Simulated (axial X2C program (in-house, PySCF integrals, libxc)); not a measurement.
## Nuclear properties of NaBa⁻

Calculated with an in-house all-electron X2C program for linear molecules (integrals from PySCF): two-component X2C with atomic mean-field Coulomb and Gaunt terms, Gaussian nuclei, basis Ba dyall-acv3z, Na dyall-av3z with contracted cores.

R = 4.221 Å (near the PBE0 minimum at charge -1 of the determinant lowest at the starting distance; the state shown can have its own minimum elsewhere).

Determinant lowest in the PBE0 search, Ω = 0 (closed shell), highest spinor 35% Ba p, 34% Na s, 12% Ba d:

```csv
level,qzz Ba (a.u.),qzz Na (a.u.)
PBE0,-1.25,-0.02
HF,-1.33,-0.01
BP86,-1.10,-0.02
r2SCAN,-1.25,-0.02
TPSSh,-1.26,-0.02
```

Determinant 0.49 eV from it at PBE0 and this distance, Ω = 2 (⟨Sz⟩ = 1.00, ⟨Lz⟩ = 1.00 at PBE0), spin on the atoms Ba 0.73, Na 0.27:

```
 level  Eeff magnitude (GV/cm)  Ws magnitude Ba (kHz)  A∥/gI Ba (MHz)  qzz Ba (a.u.)  A∥/gI Na (MHz)  qzz Na (a.u.)
  PBE0                    5.58                   1.91             415          -0.33            57.8          -0.04
r2SCAN                    6.85                   2.39             446          -0.47            66.8          -0.04
 TPSSh                       5                   1.72             412          -0.46            50.5          -0.04
```

Eeff is the effective electric field on the electron electric dipole moment in this Ω state and Ws the scalar–pseudoscalar constant of the nucleus named (defined with the proton number Z and per Ω); A∥ (defined per Ω) follows by multiplying with gI = μI/(I μN); qzz is the electric field gradient, eQq0 = 234.96 MHz × Q/barn × qzz. The operators were transformed with the bare-nucleus X2C matrices; with these basis sets, hyperfine constants and field gradients can be off by tens of per cent, and where levels differ in sign neither size nor sign is settled.

(1) With Q(137Ba) = 0.236 barn (Q from Pyykkö, Mol. Phys. 2018), turn the PBE0 values of the first state into constants in MHz.

Each state is one determinant with collinear spin, which with several unpaired electrons need not be a pure state. For an anion, determinants above electron detachment, or with a positive highest level, are held by the basis set. With several open shells hyperfine constants can be off by a factor of several. Open-shell Ω = 0 determinants with evenly filled partner blocks cannot be reached by this program, so the Ω shown need not be the lowest component. Left out as unconverged or as another state under the same occupation: BP86, HF in at least one table. States lie within half an eV, so the first need not be the ground state. Further determinants of the search, some of them spin-mixed, are not shown. Where a field gradient or hyperfine factor spreads by more than a factor of two over the levels, a constant derived from it is not to be relied on. PBE0 term energies can be off by some tenths of an eV.

## Answers

(1) eQq0(137Ba) = 234.96 × (0.236) × (-1.25) = -69.3 MHz.
